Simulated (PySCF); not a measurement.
**Multinuclear NMR of C$_{4}$H$_{4}$ClF$_{3}$OSi**

Numbering as in the mapped SMILES `[O:1]=[C:2]([Cl:3])/[C:4]([SiH3:5])=[CH:6]/[C:7]([F:8])([F:9])[F:10]`. Hydrogens are named by the atom that carries them.

- structure optimised with GFN2-xTB
- PBE0/pcSseg-1 with gauge-including orbitals
- run in PySCF 2.14.0 with density-fitted response routines
- no solvent model, a single conformation, rapidly exchanging positions averaged, non-relativistic Hamiltonian

(1) What are the ¹⁹F shifts?

(2) What are the ²⁹Si shifts?

(3) Where does ¹⁷O resonate?

## Answers

(1) 
| atoms | environment | σ (ppm) | δ (ppm) |
| --- | --- | --- | --- |
| F8/F9/F10 | fluorine of a CF3 group | 242.6 | -58.3 |

Shieldings were converted by a linear fit to measured shifts: ¹⁹F (scatter 6.0 ppm rms, 7.0 ppm with the 5 outliers that the fit left out vs CFCl3, solution or neat liquid, with a term for F on sp3 carbon). Occasional misses reach two or three times the rms, and more in compound classes unlike the fitted ones.

On a 600 MHz spectrometer ¹⁹F resonates near 564.6 MHz, so 1 ppm is 564.6 Hz.

(2) 
```tsv
atoms	environment	σ (ppm)	δ (ppm)
Si5	silicon bonded to C, 3 H	421.2	-66.2
```

Shieldings were converted by a linear fit to measured shifts: ²⁹Si: δ = 279.94 − 0.822σ (rms 8.9 ppm, 72 shifts, 25.8 ppm with the 6 outliers that the fit left out vs TMS, solution or neat liquid). Occasional misses reach two or three times the rms, and more in compound classes unlike the fitted ones.

On a 500 MHz spectrometer ²⁹Si resonates near 99.3 MHz, so 1 ppm is 99.3 Hz.

(3) 
| atoms | environment | σ (ppm) | δ (ppm) |
| --- | --- | --- | --- |
| O1 | carbonyl oxygen | -252.2 | 496.4 |

Shieldings were converted by a linear fit to measured shifts: ¹⁷O (scatter 10.7 ppm rms, 12.2 ppm with the 3 outliers that the fit left out vs liquid water, solution or neat liquid). Occasional misses reach two or three times the rms, and more in compound classes unlike the fitted ones.

On a 500 MHz spectrometer ¹⁷O resonates near 67.8 MHz, so 1 ppm is 67.8 Hz.
